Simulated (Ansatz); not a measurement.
Reaction (ligand exchange at the Si–F bond): `N[Si](O)(F)Cl` + HCl → `N[Si](O)(Cl)Cl` + H–F

Isolated molecules relaxed with PBE0-D4/def2-TZVP in Ansatz; ΔE leaves out vibrations. CCSD(T)/CBS is the MP2 limit (def2-TZVPP, def2-QZVPP) plus CCSD(T) − MP2 in def2-TZVPP, frozen cores. This one scheme is used for every species. DFT in def2-TZVPP. B3LYP here is the variant with VWN-RPA as its local correlation; programs differ in this. One conformer a species, not always the lowest.

| level | ΔE (kJ/mol) | difference from CCSD(T)/CBS |
| --- | --- | --- |
| PBE-D4 | 44.0 | -7.2 |
| r2SCAN-D4 | 54.7 | 3.5 |
| PBE0-D4 | 45.5 | -5.7 |
| B3LYP-D4 | 54.3 | 3.1 |
| ωB97X-V | 54.3 | 3.1 |
| ωB97M-V | 53.4 | 2.2 |
| B2PLYP | 58.4 | 7.2 |
| PBE | 48.4 | -2.8 |
| r2SCAN | 55.7 | 4.5 |
| PBE0 | 49.4 | -1.8 |
| B3LYP | 61.7 | 10.5 |
| HF/def2-TZVPP | 70.3 | 19.1 |
| MP2/def2-TZVPP | 48.6 | -2.6 |
| SCS-MP2/def2-TZVPP | 55.2 | 4.0 |
| CCSD/def2-TZVPP | 59.2 | 8.0 |
| CCSD(T)/def2-TZVPP | 56.0 | 4.8 |
| HF/def2-QZVPP | 72.3 | 21.1 |
| MP2/def2-QZVPP | 46.6 | -4.6 |
| SCS-MP2/def2-QZVPP | 53.2 | 2.0 |
| HF/CBS(def2) | 72.6 | 21.4 |
| MP2/CBS(def2) | 43.8 | -7.4 |
| CCSD/CBS(def2) | 54.4 | 3.2 |
| CCSD(T)/CBS | 51.2 | 0 |

Largest T1 diagnostic among the species: 0.010.

The D4 term adds −7.4 kJ/mol with B3LYP and −3.9 kJ/mol with PBE0; it sums over pairs of atoms, weighted by their polarisabilities, and B3LYP, whose exchange is more repulsive, gets the larger term. In def2-TZVPP, CCSD(T) changes the Hartree–Fock value by −14.3 kJ/mol (the triples alone add −3.2 kJ/mol) and MP2 by −21.7 kJ/mol.
